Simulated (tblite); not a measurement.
Compound: C7H13OP.
SMILES with atom numbers: `[CH3:1][CH2:2][C:3]1=[CH:4][CH2:5][CH2:6][P@:7]1([CH3:8])=[O:9]` (hydrogens: H10, H11, H12 on C1; H13, H14 on C2; H15 on C4; H16, H17 on C5; H18, H19 on C6; H20, H21, H22 on C8)

Computed with GFN2-xTB (tblite), gas phase: L-BFGS steps from a force-field or distance-geometry start until the largest atomic force falls under 0.01 eV/Å.

Step 0: E = -767.9119 eV
```
atom  x, y, z in Å  |  force x, y, z in eV/Å
C1      2.4357    0.8943    0.4107    0.403   1.177  -0.021
C2      1.8606    0.2212   -0.8280    0.077  -0.290  -0.085
C3      0.5100   -0.3409   -0.5861   -0.302   0.680   0.740
C4      0.0588   -1.5728   -0.6840    1.922  -0.698  -0.211
C5     -1.3454   -1.7881   -0.3765   -2.050  -2.853  -0.464
C6     -2.1752   -0.5542   -0.5998    0.178   0.803   0.946
P7     -0.9129    0.7121   -0.1295    0.754   1.125  -2.958
C8     -0.9345    1.1292    1.6106   -0.024   1.290   1.833
O9     -0.8889    1.8592   -1.0731   -0.446   0.121   0.871
H10     1.7466    1.6910    0.8073    0.502  -0.966  -0.316
H11     3.3398    1.4370    0.0664   -0.300  -0.290   0.425
H12     2.7400    0.1893    1.1899   -0.321   0.187  -0.131
H13     2.5067   -0.6130   -1.1473    0.023   0.336  -0.012
H14     1.8414    0.9914   -1.6165   -0.276  -0.371   0.119
H15     0.7486   -2.3937   -0.9566   -0.721   0.266   0.100
H16    -1.7280   -2.5847   -1.0799    0.216   0.310   0.549
H17    -1.5416   -2.2130    0.6325    0.421   0.273  -0.302
H18    -2.4065   -0.4235   -1.6678   -0.126   0.158   0.531
H19    -3.0533   -0.4879    0.0761    0.269  -0.157  -0.737
H20    -0.0421    0.7495    2.1636   -0.874  -0.014  -0.403
H21    -0.8805    2.2545    1.6769   -0.011  -0.940  -0.222
H22    -1.8897    0.8624    2.1103    0.686  -0.146  -0.253
```

Step 1: E = -768.2392 eV
```
atom  x, y, z in Å  |  force x, y, z in eV/Å
C1      2.4414    0.9111    0.4104    0.209   0.094  -0.101
C2      1.8617    0.2171   -0.8292    0.040   0.097   0.214
C3      0.5057   -0.3312   -0.5755   -0.023  -0.235   0.323
C4      0.0862   -1.5828   -0.6871   -0.308   0.237   0.382
C5     -1.3746   -1.8288   -0.3831    0.051  -0.398  -0.234
C6     -2.1726   -0.5427   -0.5863    0.532   0.001   0.231
P7     -0.9021    0.7281   -0.1718    0.304  -0.808   0.496
C8     -0.9348    1.1476    1.6368    0.015   0.354  -0.017
O9     -0.8953    1.8609   -1.0606   -0.363   2.140  -0.946
H10     1.7537    1.6772    0.8028    0.165  -0.484  -0.132
H11     3.3355    1.4328    0.0725    0.129   0.021   0.240
H12     2.7354    0.1919    1.1881   -0.306   0.294  -0.196
H13     2.5071   -0.6082   -1.1475    0.100   0.177  -0.028
H14     1.8374    0.9862   -1.6148   -0.262  -0.305   0.028
H15     0.7383   -2.3900   -0.9552   -0.005  -0.347  -0.100
H16    -1.7249   -2.5802   -1.0720   -0.271  -0.527  -0.205
H17    -1.5356   -2.2091    0.6282    0.255  -0.025   0.048
H18    -2.4083   -0.4212   -1.6602   -0.121   0.140   0.602
H19    -3.0495   -0.4901    0.0656    0.004  -0.018  -0.399
H20    -0.0546    0.7493    2.1578   -0.501  -0.092  -0.114
H21    -0.8806    2.2411    1.6738    0.022  -0.135  -0.047
H22    -1.8799    0.8603    2.1067    0.334  -0.180  -0.047
```

Task: Estimate the geometry and energy of step 2. (The exact step hangs on the optimiser's Hessian estimate; all steps are aligned on step 1, rigid shifts and turns removed.)

Result: E = -768.3209 eV, largest force 1.500 eV/Å
```
atom  x, y, z in Å  |  force x, y, z in eV/Å
C1      2.4458    0.9165    0.4089    0.107  -0.235  -0.150
C2      1.8626    0.2175   -0.8264   -0.001   0.055   0.230
C3      0.5043   -0.3323   -0.5683    0.276  -0.137   0.194
C4      0.0883   -1.5817   -0.6822   -0.519  -0.184   0.283
C5     -1.3809   -1.8444   -0.3881    0.414   0.257  -0.013
C6     -2.1643   -0.5400   -0.5797    0.396  -0.313   0.042
P7     -0.8951    0.7202   -0.1747    0.063   1.420  -0.478
C8     -0.9347    1.1572    1.6428   -0.016  -0.129  -0.444
O9     -0.9021    1.8926   -1.0715   -0.286   0.129   0.440
H10     1.7579    1.6669    0.7998   -0.024  -0.203  -0.036
H11     3.3364    1.4321    0.0774    0.307   0.140   0.147
H12     2.7299    0.1969    1.1848   -0.228   0.208  -0.112
H13     2.5086   -0.6045   -1.1480    0.106   0.131  -0.017
H14     1.8327    0.9804   -1.6140   -0.271  -0.234  -0.015
H15     0.7358   -2.3941   -0.9563   -0.005  -0.249  -0.060
H16    -1.7281   -2.5869   -1.0732   -0.353  -0.692  -0.375
H17    -1.5304   -2.2085    0.6279    0.198  -0.120   0.084
H18    -2.4105   -0.4186   -1.6496   -0.072   0.156   0.510
H19    -3.0485   -0.4909    0.0572   -0.022   0.025  -0.256
H20    -0.0649    0.7479    2.1548   -0.257  -0.132   0.026
H21    -0.8803    2.2359    1.6723    0.038   0.283  -0.016
H22    -1.8726    0.8572    2.1052    0.149  -0.175   0.015
```

The energy changes by -0.0817 eV. The first-order estimate −F·Δx gives -0.1527 eV and the mean of the old and new forces, exact on a quadratic surface, -0.0832 eV. The step makes an angle of 26° with the force vector and moves no atom by more than 0.034 Å.

The cost below is that of the whole relaxation. On one thread of an Arm Neoverse V1, shared host with 32 logical CPUs at a one-minute load of 14, this took 1.2 s of wall time.
